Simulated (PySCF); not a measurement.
# Reading the logs of faulty runs: AlBH6NSi cation

Calculated results; nothing here was measured. The program is PySCF 2.14.0, an open-source quantum chemistry code, run on an isolated molecule that a program drew, which may never have been made. The molecule is AlBH6NSi cation (charge +1, singlet), drawn as the SMILES string `[AlH2][BH]N[SiH2+]`.

Each row is a Hartree-Fock (HF) and frozen-core CCSD(T) single point in the cc-pV(D+d)Z basis, meant for a local HF minimum. Run 1 is clean. Each other run has one planted mistake out of seven kinds, and not every kind appears here: one electron removed, one electron added, multiplicity raised by two, geometry at a saddle point, minimal basis STO-3G, one bond length entered in bohr, all coordinates scaled. The reference is restricted for singlets and unrestricted otherwise, and also for a bond in bohr. Adding or removing an electron swaps singlet and doublet. Electrons count all cores. HOMO and LUMO are orbital energies over both spins, the gradient is its largest component, and the lowest frequency (negative if imaginary) is given only where the gradient is small. Bond lengths are over the 9 bonds as drawn. T1 is the CCSD diagnostic: over 0.02 (restricted) or 0.045 (unrestricted) a single reference is doubtful.

Geometry of the clean run:
```xyz
10
AlBH6NSi cation, angstrom
Al   -0.0924    2.0328    1.8898
B    -0.2465    0.5275    0.3001
N    -1.5007   -0.2255    0.0480
Si   -1.6651   -1.3627   -1.1291
H    -1.3999    2.2310    2.7516
H     1.2477    2.8189    2.0990
H     0.6294    0.2050   -0.4585
H    -2.2926   -0.0219    0.6387
H    -2.9449   -2.0453   -1.2901
H    -0.5255   -1.6611   -1.9842
```

| run | electrons | basis functions | <S^2> | HOMO (eV) | LUMO (eV) | gradient (hartree/bohr) | lowest frequency (cm^-1) | mean bond (Å) | longest bond (Å) | T1 | HF (hartree) | CCSD(T) (hartree) | mistake |
|---|---|---|---|---|---|---|---|---|---|---|---|---|---|
| 1 | 44 | 104 | 0.000 | -14.15 | -4.72 | 1.5e-05 | 57 | 1.5107 | 2.195 | 0.0141 | -613.23501 | -613.69238 | no fault |
| 2 | 44 | 104 | 2.057 | -11.54 | -5.15 | 3.1e-02 | - | 1.5107 | 2.195 | 0.0273 | -613.15176 | -613.60614 | multiplicity raised by two |
| 3 | 45 | 104 | 0.768 | -6.24 | 0.59 | 6.4e-02 | - | 1.5107 | 2.195 | 0.0252 | -613.43540 | -613.91338 | one electron added |
| 4 | 44 | 104 | 0.726 | -14.32 | -4.72 | 2.7e-02 | - | 1.6105 | 2.195 | 0.0583 | -613.09340 | -613.55680 | ? |

**Which mistake was planted in run 4, and what did it cost?**

The mean bond changes by a factor of 1.066 and the longest by 1.000, so the molecule wasn't scaled as a whole. A length L in bohr read as angstrom grows by (1/0.5292 - 1) L = 0.890 L. The 9 bonds together grew by 9 x 0.0998 = 0.898 Å, which gives L = 1.010 Å. That is bond N3-H8, 1.009 Å in the clean geometry. So the mistake is: one bond length entered in bohr. Subtracting run 1 and multiplying by 627.51 kcal/mol a hartree, the energy moved by 88.9 kcal/mol in HF and 85.1 kcal/mol in CCSD(T).

Cautions from the logs. Run 4: T1 is over the limit, so its CCSD(T) energy is less reliable.
